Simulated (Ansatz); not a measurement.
Geometry optimisation, Ansatz 0.2.0, RKS revPBE-D4/6-31G*.

input.yaml

```yaml
crystal:
  periodic: [false, false, false]
  atoms:
    - { symbol: C, position_ang: [-0.3025, -1.9102, -0.6405] }
    - { symbol: C, position_ang: [-0.1409, -0.7564, -0.2513] }
    - { symbol: Si, position_ang: [0.1611, 0.9805, 0.3586] }
    - { symbol: F, position_ang: [-0.3874, 2.0362, -0.6549] }
    - { symbol: H, position_ang: [-1.10858, -0.96027, -0.70971] }
    - { symbol: H, position_ang: [-0.4087, 1.1969, 1.7136] }
    - { symbol: H, position_ang: [1.6804, 1.2422, 0.4591] }
basis:
  gaussian: { orbitals: "6-31G*" }
hamiltonian:
  xc: revpbe
  dispersion: d4
relax:
  f_tol: 0.02
  max_steps: 50
```

Launched with:

```bash
$ ansatz run input.yaml --threads 1 --pin off --max-ram 2048MiB --backend cpu --events-out ev --progress --plain --runs-dir out
```

Task: Where does it end, and by what steps?

Result: The forces met the threshold. After 27 steps the energy has fallen by 2.539 eV; C1 moved furthest, 1.63 Å. Parted: C1–H5, C2–Si3. Joined: C1–Si3.

| step | energy less start (eV) | largest force component (eV/Å) | accepted |
| --- | --- | --- | --- |
| 0 | 0.0000 | 5.320 | yes |
| 1 | -0.4114 | 1.635 | yes |
| 2 | -0.5148 | 0.277 | yes |
| 3 | -0.5468 | 0.338 | yes |
| 4 | -0.5583 | 0.539 | yes |
| 5 | -0.5671 | 0.276 | yes |
| 6 | -0.5709 | 0.082 | yes |
| 7 | -0.5731 | 0.165 | yes |
| 8 | -0.5771 | 0.146 | yes |
| 9 | -0.5452 | 2.365 | no |
| 10 | -0.5935 | 0.553 | yes |
| 11 | -0.6204 | 0.847 | yes |
| 12 | -0.6457 | 1.817 | yes |
| 13 | -0.6748 | 1.958 | yes |
| 14 | -0.8079 | 0.910 | yes |
| 15 | -0.8886 | 1.203 | yes |
| 16 | -0.9833 | 1.397 | yes |
| 17 | -1.0711 | 4.352 | yes |
| 18 | -1.2567 | 3.725 | yes |
| 19 | -1.4475 | 1.513 | yes |
| 20 | -1.7429 | 1.141 | yes |
| 21 | -1.9289 | 2.468 | yes |
| 22 | -2.1054 | 2.268 | yes |
| 23 | -2.3066 | 1.091 | yes |
| 24 | -2.4366 | 1.017 | yes |
| 25 | -2.5245 | 0.239 | yes |
| 26 | -2.5388 | 0.067 | yes |
| 27 | -2.5394 | 0.010 | yes |

```xyz
7
Properties=species:S:1:pos:R:3
C -0.454 -0.370 -0.138
C -1.074 -1.391 -0.424
Si 0.476 1.136 0.317
F 0.318 2.244 -0.866
H -1.617 -2.284 -0.677
H -0.081 1.698 1.588
H 1.926 0.797 0.474
```

The run took 48 s on 1 thread of Arm Neoverse V2 (shared host), peak memory 0.13 GiB.
